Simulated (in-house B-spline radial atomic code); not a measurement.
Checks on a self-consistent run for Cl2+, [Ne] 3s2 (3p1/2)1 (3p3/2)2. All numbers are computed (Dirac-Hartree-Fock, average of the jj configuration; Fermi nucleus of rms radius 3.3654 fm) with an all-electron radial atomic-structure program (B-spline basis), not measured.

| orbital | q | ε (Eh) | <1/r> | <r²> | small-component weight |
| --- | --- | --- | --- | --- | --- |
| 1s1/2 | 2 | -106.34244 | 16.6859 | 0.0111014 | 0.0036657 |
| 2s1/2 | 2 | -11.70134 | 3.3464 | 0.228319 | 0.00058505 |
| 2p1/2 | 2 | -9.13879 | 3.22852 | 0.201841 | 0.00055319 |
| 2p3/2 | 4 | -9.07396 | 3.20475 | 0.203954 | 0.00054944 |
| 3s1/2 | 2 | -1.92629 | 0.937023 | 2.41963 | 9.5804e-05 |
| 3p1/2 | 1 | -1.40864 | 0.833377 | 2.99048 | 8.0266e-05 |
| 3p3/2 | 2 | -1.39206 | 0.828704 | 3.02245 | 7.9667e-05 |

Electron-electron repulsion V_ee = 160.8815 hartree.

(1) What total energy follows from the eigenvalues?

(2) Does the Dirac virial theorem hold?

(3) What diamagnetic shielding (Lamb formula) and susceptibility (Langevin formula) do the radii give?

## Answers

(1) The eigenvalues count the repulsion twice, so E = Σqε - V_ee = -298.706 - 160.882 = -459.588 hartree; the run printed -459.588.

(2) For a point nucleus E = -2c²Σq·w, with w the small-component weight. Here Σq·w = 0.012237 and c = 137.0360, so the ratio E/(-2c²Σq·w) is 1.000002.

(3) σ = (α²/3)Σq<1/r> = 63.7056/(3·137.036²) = 1130.8 ppm, and χ = -0.79199×10⁻⁶·Σq<r²> = -12.33×10⁻⁶ cm³/mol with Σq<r²> = 15.573 bohr². Both are non-relativistic formulas without the paramagnetism of open shells.
